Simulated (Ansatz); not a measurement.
The cluster ZnI2⁻. The state is a doublet with charge -1. Geometry r2SCAN-D4/def2-TZVPD, basis def2-TZVPD, Ansatz.

Cartesian coordinates in Å:
```
Zn -0.809 0.359 0.109
I -0.252 -2.019 1.131
I 1.061 1.659 -1.240
```

| run | HOMO (eV) | LUMO (eV) |
| --- | --- | --- |
| A | 0.04 | 0.70 |
| B | -0.23 | 1.17 |
| C | 0.02 | 0.80 |
| D | -0.58 | 1.24 |
| E | -0.10 | 0.48 |
| F | -1.38 | 2.25 |

In the def2 sets I takes a core potential; there is no spin–orbit coupling. B3LYP takes the VWN-RPA correlation. The structure comes from a short search, and lower isomers may exist.

HOMO and LUMO are taken over both spins.

The runs used B3LYP, B97M-V, BHLYP, LDA (SPW92), PBE, r2SCAN. Estimate which is which.

A B97M-V (0 % exact exchange); B r2SCAN (0 % exact exchange); C PBE (0 % exact exchange); D B3LYP (20 % exact exchange); E LDA (SPW92) (0 % exact exchange); F BHLYP (50 % exact exchange). Exact exchange lowers occupied and raises empty levels; among semilocal functionals meta-GGAs tend to open the gap a little, and such runs are hard to tell apart. The gap grows from 0.57 eV (LDA (SPW92)) to 3.63 eV (BHLYP). At B97M-V/def2-TZVPD, PBE-D4/def2-TZVPD the highest occupied level of the charge -1 doublet lies above zero (up to 0.04 eV). By energy differences its removal costs 2.38 eV (vertical, to the charge 0 singlet, at PBE0-D4/def2-TZVPD).
